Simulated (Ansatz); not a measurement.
Start from `[F][Sn]([F])([F])[SeH]` and change one element to get `FC(F)(F)[SeH]`.

Ansatz, PBE0-D4/def2-TZVP geometries, multiplicity 1. Each molecule was computed in one conformer, which needn't be the lowest.

Elements past krypton have def2 core potentials. Scalar relativity is left out up to krypton.

```tsv
property	`[F][Sn]([F])([F])[SeH]`
HOMO–LUMO gap (PBE0/def2-TZVPP) / eV	5.55
HOMO energy (PBE0/def2-TZVPP) / eV	-8.54
HOMO energy (B3LYP/def2-TZVPP) / eV	-8.29
HOMO–LUMO gap (PBE/def2-TZVPP) / eV	3.40
size of the dipole moment (ωB97M-V/def2-TZVPP) / D	3.67
LUMO energy (ωB97M-V/def2-TZVPP) / eV	-0.96
```

Give the same properties after the change, and the shifts. (Estimate.)

The calculation gave: 
```json
{"property": "HOMO–LUMO gap (PBE0/def2-TZVPP) / eV", "`FC(F)(F)[SeH]`": "6.85", "shift": "1.30"}
{"property": "HOMO energy (PBE0/def2-TZVPP) / eV", "`FC(F)(F)[SeH]`": "-7.66", "shift": "0.88"}
{"property": "HOMO energy (B3LYP/def2-TZVPP) / eV", "`FC(F)(F)[SeH]`": "-7.43", "shift": "0.86"}
{"property": "HOMO–LUMO gap (PBE/def2-TZVPP) / eV", "`FC(F)(F)[SeH]`": "4.66", "shift": "1.26"}
{"property": "size of the dipole moment (ωB97M-V/def2-TZVPP) / D", "`FC(F)(F)[SeH]`": "1.41", "shift": "-2.26"}
{"property": "LUMO energy (ωB97M-V/def2-TZVPP) / eV", "`FC(F)(F)[SeH]`": "1.21", "shift": "2.17"}
```

With PBE0 the HOMO rises by 0.88 eV and the LUMO rises by 2.17 eV, so the gap widens by about 1.29 eV. PBE moves the HOMO by 0.91 eV and ωB97M-V by 0.82 eV. Dipoles are sizes alone; their direction can turn.

B3LYP here is the variant with VWN-RPA as its local correlation; programs differ in this.

Spin–orbit coupling is left out; it splits and shifts lone-pair levels of the heavy atoms by tenths of an eV.
